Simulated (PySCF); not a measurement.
31P chemical shifts

All values are calculated (PySCF): geometry from GFN2-xTB, shieldings: GIAO PBE0/pcSseg-1. One computed conformer, fast rotation and ring inversion assumed for equivalent nuclei, non-relativistic, gas phase.

Shieldings were converted by a linear fit to measured shifts: 31P: δ = 270.09 − 0.828σ (rms 18.1 ppm, 64 shifts vs H3PO4, solution or neat liquid). Occasional misses reach two or three times the rms, and more in compound classes unlike the fitted ones.

Q: Give the 31P shifts of `C#Cc1pcsc1N(C)C`, `C=C[P@H](=S)c1ccccn1`.

A: 
```
            compound                                     environment  δ (ppm)
     C#Cc1pcsc1N(C)C  phosphorus bonded to 2 C, in a 5-membered ring    229.9
C=C[P@H](=S)c1ccccn1                  phosphorus bonded to 2 C, S, H      3.6
```

Q: Match the shifts 278.1, 243.1, 227.7, 156.5, 4.5 ppm to `C=C[C@@H]1[C@@H]([SiH3])C[P@@H]1=S`, `C=Cc1cpcc(SC)n1`, `C#Cc1pcc(N(C)C)s1`, `C=Cc1nc(SC)ccp1`, `CC(=O)C/P=C/C(F)(F)F`.

A: 278.1: CC(=O)C/P=C/C(F)(F)F (phosphorus bonded to 2 C); 243.1: C#Cc1pcc(N(C)C)s1 (phosphorus bonded to 2 C, in a 5-membered ring); 227.7: C=Cc1cpcc(SC)n1 (phosphorus bonded to 2 C, in a 6-membered ring); 156.5: C=Cc1nc(SC)ccp1 (phosphorus bonded to 2 C, in a 6-membered ring); 4.5: C=C[C@@H]1[C@@H]([SiH3])C[P@@H]1=S (phosphorus bonded to 2 C, S, H, in a 4-membered ring).
